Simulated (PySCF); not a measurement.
# Orbital energies and ionisation energy

Species: C5H9F3O.
Atom-mapped SMILES: `[CH3:1][CH:2]([CH3:3])[O:4][CH2:5][C:6]([F:7])([F:8])[F:9]` (hydrogens: H10, H11, H12 on C1; H13 on C2; H14, H15, H16 on C3; H17, H18 on C5)

Cartesian coordinates in Å at the PBE0-D3(BJ)/def2-SVP level; atoms count from 1:
```
atom  x, y, z in Å
C1    -1.732   -0.157    1.406
C2    -0.651    0.272    0.432
C3    -1.161    1.214   -0.642
O4    -0.134   -0.903   -0.192
C5     1.218   -1.149   -0.067
C6     2.086   -0.295   -0.974
F7     1.664   -0.323   -2.235
F8     2.107    0.990   -0.589
F9     3.346   -0.739   -0.945
H10   -2.179    0.714    1.907
H11   -2.527   -0.698    0.871
H12   -1.320   -0.827    2.175
H13    0.163    0.771    0.990
H14   -1.937    0.713   -1.240
H15   -1.597    2.120   -0.195
H16   -0.349    1.518   -1.317
H17    1.596   -1.015    0.966
H18    1.400   -2.195   -0.358
```

Level: CAM-B3LYP/def2-SVPD (PySCF). Frontier orbitals with their largest atomic shares (Löwdin; up to four atoms above 4 %):

```json
{"orbital": "HOMO−3", "ε (eV)": "-11.63", "main atoms": "C1 23 %, C3 20 %, H12 14 %, C2 11 %"}
{"orbital": "HOMO−2", "ε (eV)": "-11.57", "main atoms": "C3 16 %, O4 16 %, C2 14 %, C5 11 %"}
{"orbital": "HOMO−1", "ε (eV)": "-10.71", "main atoms": "O4 34 %, C2 20 %, H13 13 %, C3 7 %"}
{"orbital": "HOMO", "ε (eV)": "-9.48", "main atoms": "?"}
{"orbital": "LUMO", "ε (eV)": "1.20", "main atoms": "C1 13 %, C5 12 %, H17 9 %, C3 7 %"}
{"orbital": "LUMO+1", "ε (eV)": "1.76", "main atoms": "F9 11 %, C1 11 %, H10 8 %, H18 8 %"}
{"orbital": "LUMO+2", "ε (eV)": "2.00", "main atoms": "C3 14 %, F8 9 %, H16 8 %, H17 8 %"}
```

Q: What vertical ionisation energy does ΔSCF give, and how far is −ε(HOMO) from it?

A: ΔSCF: 10.25 eV (989 kJ/mol; threshold wavelength 121 nm); ⟨S²⟩ of the doublet left behind is 0.755, against 0.75 for a pure doublet. −ε(HOMO) is 9.48 eV, 0.77 eV below it. In exact Kohn–Sham theory the two would be equal; CAM-B3LYP (range-separated hybrid) falls short of its own ΔSCF value by 8 %. Holes in the HOMO−1 and HOMO−2 were tried too where these lie within 1.2 eV of the HOMO; the lowest converged state counts.

Q: On which atoms does the HOMO lie?

A: O4 (ether oxygen) 54 %, C2 (sp3 carbon bound to oxygen) 8 %, C5 (sp3 carbon bound to oxygen) 8 %, C3 (methyl carbon) 7 %. The HOMO−1 lies 1.23 eV lower.

Q: How many of the 10 lowest singlet excitations (vertical TDDFT, same level) lie below the ionisation energy?

A: All 10; they run from 7.70 to 9.81 eV.

Q: What kinetic energy would electrons from this vertical process carry with 118.2 nm light (10.49 eV)?

A: 10.49 − 10.25 = 0.24 eV.

The structure is a single PBE0-D3(BJ)/def2-SVP conformer in the gas phase; no vibrational or solvent corrections.

These values come from a run that also computed excited states and ΔSCF ions. The run took 3.5 min on one thread of an Arm Neoverse V2, no GPU (shared host).
